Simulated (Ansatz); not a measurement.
Species: C2H3N, SMILES `[C-]#[N+]C` (charge 0, multiplicity 1).

Question: Give a relaxed geometry from PBE0-D3(BJ)/def2-TZVP run with Ansatz (a program for electronic structure).

Answer: the end point of this relaxation (outside a Z-matrix the atoms follow the SMILES, hydrogens last).
Bonded distances (Å): C1–N2 1.164, N2–C3 1.409, C3–H4 1.091, C3–H5 1.091, C3–H6 1.091. Bond angles (°): C1–N2–C3 180.0, N2–C3–H4 109.9, N2–C3–H5 109.9, N2–C3–H6 109.9, H4–C3–H5 109.1, H4–C3–H6 109.1, H5–C3–H6 109.1.
